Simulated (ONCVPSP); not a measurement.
## u(r) = r·R(r): atom against pseudo-atom (scandium)

Columns: radius, all-electron u(r) and pseudo u(r) of the 3s shell (level -56.33 eV) of scandium in the configuration [Ne] 3s2 3p6 3d1 4s1 4p1; PBE, scalar-relativistic, ONCV scheme, ONCVPSP 4.0.1.

| r (bohr) | all-electron | pseudo |
| --- | --- | --- |
| 0.110 | -0.1010 | 0.1954 |
| 0.220 | -0.5532 | 0.3819 |
| 0.330 | -0.3704 | 0.5515 |
| 0.440 | 0.0675 | 0.6969 |
| 0.550 | 0.4937 | 0.8129 |
| 0.660 | 0.8073 | 0.8961 |
| 0.770 | 0.9930 | 0.9454 |
| 0.880 | 1.0692 | 0.9617 |
| 0.990 | 1.0655 | 0.9478 |
| 1.100 | 1.0098 | 0.9083 |
| 1.210 | 0.9243 | 0.8487 |
| 1.320 | 0.8251 | 0.7750 |
| 1.430 | 0.7229 | 0.6934 |
| 1.540 | 0.6243 | 0.6090 |
| 1.650 | 0.5331 | 0.5265 |
| 1.760 | 0.4512 | 0.4490 |
| 1.870 | 0.3792 | 0.3787 |
| 1.980 | 0.3168 | 0.3168 |
| 2.090 | 0.2634 | 0.2634 |
| 2.200 | 0.2181 | 0.2181 |
| 2.310 | 0.1800 | 0.1800 |
| 2.420 | 0.1481 | 0.1481 |
| 2.530 | 0.1216 | 0.1216 |
| 2.640 | 0.0996 | 0.0996 |
| 2.750 | 0.0815 | 0.0815 |
| 2.860 | 0.0666 | 0.0665 |

Question: How many radial nodes do the two functions have?

Answer: The all-electron 3s function has n − l − 1 = 2 (the table is too coarse to show those close to the nucleus); the pseudo-wave has 0, since the states of the same l below it are removed with the core.

Question: At about which radius was the pseudo-wave matched?

Answer: 2.10 bohr. The columns agree to 0.0005 from 1.98 bohr on; several derivatives are matched, so the curves merge somewhat inside the radius.

Question: Where does each function peak?

Answer: Outermost all-electron maximum near 0.88 bohr, pseudo maximum near 0.88 bohr (to the table’s step).

Question: Is the pseudo-wave norm-conserving?

Answer: Yes: the ONCV scheme keeps the norm inside the radius equal to the all-electron one, which fixes the energy derivative of the logarithmic derivative at the level.
